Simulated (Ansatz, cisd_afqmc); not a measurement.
System: SnI2, charge 0, singlet. SnI2 (SMILES [Sn]([I])[I]).
B3LYP-D3(BJ)/def2-TZVP minimum from Ansatz (a program for electronic structure):
```xyz
3

Sn     0.0121     0.0019     1.1958
I      1.0631    -1.8353    -0.5720
I     -1.0745     1.8335    -0.5562
```
Charge 0, spin multiplicity 1.

Atomisation energy term by term, kcal/mol (programs: Ansatz, cisd_afqmc). Radicals and triplets start from unrestricted determinants; spin-orbit coupling is neglected. Correlated methods leave the cores frozen (noble-gas shells, and filled d and f shells in the p block). Past Kr the def2 sets carry scalar-relativistic core potentials. AFQMC is phaseless with a CISD trial state; ± is one standard error, without the phaseless bias. Outlying blocks are dropped, and bars are widened where a walk drifts. Over all cases where full CI ran beside it in this data, AFQMC minus full CI had a median of +0.1 mEh and passed +0.4 mEh in a tenth of the cases. CBS(X,Y): correlation extrapolated as X^-3, Hartree-Fock from the larger set. A bracket is a step between two methods taken in the basis named. Spin-orbit terms, left out, reach several kcal/mol for Br and I, and more for heavier atoms.

```csv
term,basis,kcal/mol
Hartree-Fock,def2-QZVPP,87.91
CCSD correlation,"CBS(def2-TZVPP,def2-QZVPP)",47.27
(T),"CBS(def2-TZVPP,def2-QZVPP)",6.77
CCSDT(Q) - CCSD(T),def2-TZVPP,0.38
sum: De,,142.3
```

The step beyond CCSD(T) by other levels: AFQMC/CISD in def2-SVP 0.50 ± 0.26; CCSDT(Q) in def2-SVP 0.64 kcal/mol.
